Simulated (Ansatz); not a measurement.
Total energies of Hg5Te5H18 from Ansatz at r2SCANh-D4/def2-TZVP, gas phase (1 Eh = 27.2114 eV = 2625.5 kJ/mol). The reference geometry is relaxed at PBE-D4/def2-SVP.

Cartesian coordinates in Å:
```
Hg 4.129 1.287 1.854
Hg 1.920 2.467 -5.445
Hg 1.264 0.933 4.396
Hg -5.504 -1.747 2.465
Hg 0.305 -2.003 -0.778
Te 0.828 0.131 0.868
Te -0.041 0.045 -3.514
Te 2.967 1.559 -1.803
Te -3.090 -1.664 -0.289
Te -1.726 -1.177 3.207
H 3.438 2.696 2.434
H 4.846 -0.118 1.304
H 1.298 3.740 -4.560
H 2.569 1.228 -6.352
H 0.134 2.143 4.593
H 2.421 -0.268 4.233
H -5.411 -0.090 2.650
H -5.629 -3.404 2.319
H 0.280 -3.458 -1.578
H -0.358 1.086 0.152
H -0.699 1.264 -2.568
H -1.612 -0.433 -3.953
H 4.094 1.899 -3.030
H 3.574 -0.003 -1.705
H -2.925 0.001 -0.162
H -3.551 -1.474 -1.913
H -2.720 -2.085 4.247
H -0.802 -2.552 2.927
```

```csv
state,geometry,energy (Eh)
charge 0 singlet,reference,-2118.94265
charge 1 doublet,reference,-2118.65855
charge -1 doublet,reference,-2118.97441
free Hg atom (singlet),–,-153.56043
free Te atom (triplet),–,-268.07860
free H atom (doublet),–,-0.49990
```

In the def2 sets Hg, Te take a core potential; there is no spin–orbit coupling. Single mean-field runs in def2-TZVP are fitted with def2-universal-jkfit.

(1) Work out the vertical ionisation energy to the doublet.

(2) Work out the vertical electron affinity, to the doublet.

(3) Give the fundamental gap IE − EA, the Mulliken electronegativity (IE + EA)/2 and the hardness (IE − EA)/2.

(4) What is the binding energy per atom against free atoms?

(1) E(charge 1 doublet) − E(charge 0 singlet) = -2118.65855 − (-2118.94265) = 0.28410 Eh = 7.73 eV. For comparison, −ε of the highest occupied level is 6.25 eV at this level, 1.48 eV less.

(2) E(charge 0 singlet) − E(charge -1 doublet) = -2118.94265 − (-2118.97441) = 0.03176 Eh = 0.86 eV. The basis lacks diffuse functions, which makes affinities too small.

(3) From the values in Eh: IE − EA = 0.28410 − 0.03176 = 0.25234 Eh = 6.87 eV; (IE + EA)/2 = 4.30 eV; (IE − EA)/2 = 3.43 eV. The HOMO–LUMO gap of the same run is 4.13 eV, 2.74 eV smaller than the fundamental gap.

(4) Atoms: 5 × (-153.56043) + 5 × (-268.07860) + 18 × (-0.49990) = -2117.19335 Eh. Binding: -2117.19335 − (-2118.94265) = 1.74930 Eh = 47.60 eV, or 1.70 eV for each of 28 atoms (no zero-point energy, no counterpoise term).

At r2SCANh-D4/def2-TZVP the highest occupied level of the charge -1 doublet lies above zero (up to 0.41 eV). By energy differences its removal costs 0.86 eV (vertical, to the charge 0 singlet, at r2SCANh-D4/def2-TZVP); self-interaction error and the lack of diffuse functions both raise the level.
